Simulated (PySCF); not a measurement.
A PySCF script (with the pyscf-properties extension) for the NMR shieldings of SMILES [BH3-][NH2+]C1(CC=C)CC1, C₆H₁₄BN, on a GFN2-xTB geometry:

```python
import basis_set_exchange as bse
import numpy as np
from pyscf import gto, dft
from pyscf.prop import nmr

atoms = """
B    -1.731284   -1.553210   -0.270503
N    -0.791150   -0.300282   -0.810145
C    -0.260974    0.630308    0.171902
C     0.883092    0.021719    0.961489
C     2.063964   -0.202636    0.063706
C     2.388437   -1.377033   -0.445401
C    -1.225894    1.576346    0.810352
C    -0.224613    2.088692   -0.189688
H    -1.048125   -2.243719    0.418338
H    -2.641902   -1.065118    0.319896
H    -2.073236   -2.108318   -1.271081
H    -1.383260    0.186652   -1.474918
H    -0.018475   -0.733394   -1.312163
H     0.540132   -0.925168    1.379927
H     1.155599    0.691841    1.777855
H     2.631925    0.682655   -0.193003
H     1.832453   -2.268515   -0.204511
H     3.230035   -1.501540   -1.105968
H    -2.260658    1.510766    0.513324
H    -1.090611    1.825053    1.851053
H     0.596753    2.688817    0.170971
H    -0.582620    2.395470   -1.162283
"""
names = dict.fromkeys(["B", "N", "C", "H"], "pcSseg-1")
basis = {el: gto.basis.parse(bse.get_basis(n, elements=[el], fmt="nwchem")) for el, n in names.items()}
mol = gto.M(atom=atoms, basis=basis, charge=0, verbose=0)
mf = dft.RKS(mol, xc="PBE0")
mf.grids.level = 2
mf.grids.alignment = dft.numint.BLKSIZE   # the property module wants whole blocks of grid points
mf.conv_tol = 1e-9
mf.kernel()

calc = nmr.RKS(mf)   # GIAO
C = mf.mo_coeff
Co = C[:, mf.mo_occ > 0]
resp = mf.gen_response(singlet=True, hermi=2)
def vind(x):   # induced exchange potential for any number of trial vectors
    d = np.einsum("pi,xij,qj->xpq", C, 2 * x.reshape(-1, C.shape[1], Co.shape[1]), Co, optimize=True)
    return np.einsum("xpq,pi,qj->xij", resp(d - d.transpose(0, 2, 1)), C, Co, optimize=True).ravel()
mo1, _ = nmr.rhf.solve_mo1(calc, with_cphf=vind)
sigma = calc.kernel(mo1)
for i, s in enumerate(sigma):   # ppm
    w = np.linalg.eigvalsh((s + s.T) / 2)
    print("%2d %-2s iso %8.1f  s11 %8.1f  s22 %8.1f  s33 %8.1f" % (i, mol.atom_pure_symbol(i), w.mean(), *w))
```

Question: What are the results?

Answer: 
```
 0 B  iso    127.3  s11    109.5  s22    116.0  s33    156.4
 1 N  iso    201.7  s11    167.4  s22    207.3  s33    230.4
 2 C  iso    149.4  s11    120.6  s22    132.8  s33    194.8
 3 C  iso    147.8  s11    128.9  s22    150.8  s33    163.8
 4 C  iso     43.3  s11    -76.7  s22     45.7  s33    160.9
 5 C  iso     59.7  s11    -55.2  s22     74.2  s33    160.2
 6 C  iso    173.8  s11    139.7  s22    177.9  s33    203.7
 7 C  iso    171.5  s11    133.0  s22    176.7  s33    204.7
 8 H  iso     29.7  s11     26.1  s22     28.0  s33     34.9
 9 H  iso     29.9  s11     26.1  s22     28.4  s33     35.3
10 H  iso     30.0  s11     26.8  s22     27.6  s33     35.5
11 H  iso     29.9  s11     21.6  s22     28.7  s33     39.4
12 H  iso     27.7  s11     21.0  s22     26.2  s33     35.9
13 H  iso     28.0  s11     24.5  s22     27.0  s33     32.5
14 H  iso     30.3  s11     25.3  s22     29.4  s33     36.2
15 H  iso     25.5  s11     22.4  s22     25.2  s33     28.9
16 H  iso     25.8  s11     22.1  s22     24.8  s33     30.7
17 H  iso     26.1  s11     23.0  s22     25.1  s33     30.0
18 H  iso     30.6  s11     25.4  s22     27.7  s33     38.8
19 H  iso     31.1  s11     25.5  s22     27.7  s33     40.0
20 H  iso     31.1  s11     25.6  s22     27.6  s33     40.1
21 H  iso     31.5  s11     26.2  s22     28.6  s33     39.8
```

These numbers come from an equivalent density-fitted implementation of the same equations, which agrees with the script to about 0.01 ppm for H and up to a few tenths of a ppm for heavy atoms, so last digits may differ.

Size and cost of the density-fitted run: 206 basis functions, 76 s wall time on 1 thread of an Arm Neoverse N1, shared host; peak memory 0.92 GiB.
